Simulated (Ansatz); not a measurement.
The same path of CH$_{8}$AsNSi (12 atoms, charge 0, multiplicity 1) was run twice with different band settings. The coordinate that changes most is the height of N1 over the plane of its neighbours.

Computed with Ansatz, RKS PBE0/def2-SVP.

Relaxed end points:

```xyz
12
Properties=species:S:1:pos:R:3
N -0.844 1.380 0.516
C 0.195 0.368 0.439
Si 0.390 -0.243 -1.341
As -0.333 -1.113 1.669
H -0.638 2.169 -0.096
H -0.934 1.753 1.460
H 1.197 0.684 0.807
H -0.861 -0.906 -1.814
H 0.678 0.921 -2.245
H 1.534 -1.201 -1.425
H 0.891 -1.984 1.390
H -1.198 -1.882 0.673
```

```xyz
12
Properties=species:S:1:pos:R:3
N -0.624 1.546 0.446
C 0.279 0.416 0.418
Si 0.494 -0.178 -1.368
As -0.246 -1.044 1.705
H -1.563 1.286 0.148
H -0.706 1.954 1.375
H 1.273 0.746 0.765
H -0.854 -0.547 -1.905
H 1.076 0.897 -2.229
H 1.381 -1.380 -1.417
H 0.836 -2.052 1.322
H -1.268 -1.699 0.774
```

Common settings: climbing image yes; spring 5.0 eV/Å²; optimiser quadratic models (default); start path through a guess of the saddle point; force threshold 0.03 eV/Å; iteration limit 60; end points relaxed.

| run | movable images |
| --- | --- |
| 1 | 5 |
| 2 | 3 |

Q: What does each run give, and how far can it be trusted?

A: Run 1: converged after 19 iterations, highest image 0.131 eV above the first end. A vibrational analysis at the climbing image gives one clearly imaginary mode, 554i cm⁻¹: a first-order saddle point.
Run 2: converged after 19 iterations, highest image 0.131 eV above the first end. Another band between the same ends (5 images) ends at a top of the same energy, where a vibrational analysis finds 1 clearly imaginary mode. So few images can step over the top or miss a turn of the path.
